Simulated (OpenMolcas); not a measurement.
Au4+ in a point-charge field

Au4+ among 4 point charges of -2.5 e arranged as a tetrahedron (Td), 2.26 Å from the ion.

```json
{
 "Program": "OpenMolcas",
 "Method": "SS-CASPT2, IPEA 0.25 Eh, imaginary shift 0.1 Eh (closed shells correlated: 4f 5s 5p)",
 "Basis": "ANO-RCC-VDZP [7s6p4d2f]",
 "Scalar Hamiltonian": "DKH2, point nucleus",
 "Active space": "7 electrons in 5 orbitals (5d)",
 "State averaging": "2S+1 = 4 even, 10 roots; 2S+1 = 2 even, 40 roots",
 "Spin-orbit coupling": "RASSI with atomic mean-field integrals over the reference wave functions"
}
```

The lowest spin-free states (labels of Td), above the lowest:

```csv
State,Degeneracy,E (cm-1),Free-ion L (%)
4A2,1,0,F (100)
4T2,3,1960,F (100)
4T1,3,3870,F (100)
4T1,3,15190,P (100)
2E,2,16040,G (89)
2T1,3,16240,G (89)
2A1,1,16470,G (100)
2T2,3,17130,G (98)
2T1,3,20330,H (59)
2T2,3,21220,H (88)
2T1,3,21770,H (50)
2E,2,22050,H (75)
2T1,3,22940,H (83)
2T2,3,23180,D (86)
2E,2,24720,D (73)
2A2,1,33850,F (100)
2T2,3,34230,F (100)
2T1,3,34700,F (99)
2E,2,53020,D (100)
2T2,3,53380,D (100)
```

The lowest levels with spin-orbit coupling:

```
E (cm-1)  Degeneracy  Label      2S+1               g
       0           4     Γ8  4 (83 %)                
    1020           4     Γ8  4 (80 %)                
    1470           2     Γ6  4 (79 %)  4.58 4.58 4.58
   12500           4     Γ8  4 (54 %)                
   13460           2     Γ6         4  2.74 2.74 2.74
   13600           2     Γ7         4  3.39 3.39 3.39
   14160           4     Γ8  4 (78 %)                
   14520           2     Γ7  4 (69 %)  1.60 1.60 1.60
   14680           4     Γ8  4 (65 %)                
   21910           4     Γ8  4 (81 %)                
   22770           4     Γ8         4                
   22940           2     Γ6  2 (81 %)  3.94 3.94 3.94
   23320           4     Γ8  2 (78 %)                
   23870           2     Γ7         4  2.45 2.45 2.45
   24350           4     Γ8  2 (85 %)                
   27250           2     Γ6  4 (65 %)  1.98 1.98 1.98
   30290           4     Γ8         2                
   30800           2     Γ7         2  3.92 3.92 3.92
   31340           2     Γ6         2  3.59 3.59 3.59
   31510           4     Γ8         2
```

Powder χT (cm3 K/mol): 3.87 at 2 K, 3.89 at 10 K, 3.96 at 50 K, 4.05 at 100 K, 4.22 at 200 K, 4.39 at 300 K. The effective moment at 300 K is 2.828 √(χT) = 5.92 μB.

Roots that are degenerate in the reference are averaged as groups; the widest CASPT2 spread within a group is 290 cm-1 (the 3-fold group of multiplicity 4 near 1960 cm-1 above the lowest state of its run). Shifts and gaps below about the spread of the groups concerned are not significant. Spin-orbit coupling mixes the spin-free states strongly: the lowest level takes only 38 % from its leading state, 4T2, which lies 1958 cm-1 above the lowest spin-free state. The ground term spreads over less than 5000 cm-1, several times less than with real ligands, so orbital moments are less quenched and χT lies further from the spin-only value than at real sites. Free-ion shares, where given, are those of the reference states; single-state CASPT2 does not remix them. Point charges carry no covalency, so the field is a model and not that of real ligands. No measured value stands beside these numbers.
